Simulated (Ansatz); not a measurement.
Ansatz (a first-principles code) input (RI-MP2/def2-TZVPPD):
A basis named .json is the Basis Set Exchange file of that set.

Ansatz 0.2 input:
```yaml
crystal:
  periodic: [false, false, false]
  atoms:
    - {symbol: Ga, position_ang: [-0.00000000, -0.00000000, -0.05077840]}
    - {symbol: H, position_ang: [0.00000000, 0.00000000, 1.57413054]}
basis:
  gaussian:
    orbitals: def2-TZVPPD.json
    fitting: {mean_field: def2-universal-jkfit, correlation: def2-TZVPPD-RIFIT.json}
magnetization: {spin_polarized: true, initial_magnetization: 2}
correlation: {method: mp2, electrons: outside_noble_gas}
```

End of the output:

```
integrals: 0.01 GiB planned
284 factors; integrals over basis functions are off by at most 1.2e0 eV
214 factors; integrals over basis functions are off by at most 1.3e2 eV
mean field: 0.11 GiB planned
mean field evaluation 1: about -52347.2631 eV, gradient 5.5e0 eV
mean field evaluation 2: about -52347.6895 eV, gradient 2.6e0 eV
mean field evaluation 4: about -52347.8331 eV, gradient 6.0e-1 eV
mean field evaluation 8: about -52347.8543 eV, gradient 1.8e-6 eV
mean field -52347.85431399 eV, -1923.7481633891 hartree, gradient 1.8e-6 eV, S^2 2.015596; 2 other end points of the search recorded, 0 dependent functions left out
14 core orbitals not correlated
reference -52347.85431399 eV, -1923.7481633891 hartree; 3, 1 occupied and 54, 56 virtual orbitals, 214 factors
second order -1.14129860 eV of doubles, -0.00000000 eV of singles
Total energy: -52348.99561259 eV, -1923.7901053391 hartree
```

This is an excited triplet: at this geometry the singlet lies 2.01 eV lower at CCSD(T)/CBS(aug-cc-pVTZ,aug-cc-pVQZ).
